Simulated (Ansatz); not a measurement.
The molecule SnW, multiplicity 7 (an upper state: multiplicity 5 came lower at CCSD(T)/def2-TZVPP on PBE0 minima). No spin–orbit coupling.

The constants come from a fifth-degree fit in 1/R (seven points, main isotopes). In def2 and cc sets the state is the lowest found near the PBE0 minimum, followed along R.

Programs: Ansatz (a first-principles code) with Gaussian orbitals. Each number belongs to the level named beside it. In def2 rows elements past Kr take small-core potentials, without spin–orbit coupling.

```tsv
level	r_e (Å)	ω_e (cm⁻¹)	ω_e x_e (cm⁻¹)	dipole (D)
PBE/def2-TZVPP	2.788	158	0.34	1.01
PBE0/def2-TZVPP	2.766	…	0.37	1.53
wB97X-V/def2-TZVPP	…	…	0.38	1.78
```

Problem. What belongs in the gaps?

Solution. 
- wB97X-V/def2-TZVPP, r_e (Å): 2.754
- wB97X-V/def2-TZVPP, ω_e (cm⁻¹): 164
- PBE0/def2-TZVPP, ω_e (cm⁻¹): 162
